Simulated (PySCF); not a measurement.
**Arsenic: highly charged ions in a basis for the neutral atom**

As⁶⁺ [Ar] 3d9, As⁷⁺ [Ar] 3d8. Computed with PySCF 2.14 in def2-SVP, with the non-relativistic Hamiltonian (point nucleus). No spin-orbit coupling, so a gap to NIST mixes the basis error with missing relativistic terms.

Changed run: basis of the neutral atom used for a highly charged ion. This setting is unsound on purpose.

```csv
species,method,sound run (hartree),changed run (hartree),converged
As⁶⁺,UHF,not run,-2223.51371,yes
As⁶⁺,M06-2X,not run,-2224.91719,yes
As⁶⁺,PBE0,not run,-2224.59466,yes
As⁷⁺,UHF,not run,-2218.02228,yes
As⁷⁺,M06-2X,not run,-2219.34116,yes
As⁷⁺,PBE0,not run,-2219.02644,yes
```

Ionisation energy of As⁶⁺:

```
method  changed run (eV)  NIST (eV)
   UHF            149.43    147 ± 2
M06-2X            151.73    147 ± 2
  PBE0            151.52    147 ± 2
```

The contracted functions were made for the neutral atom and can be too rigid for a highly charged ion.
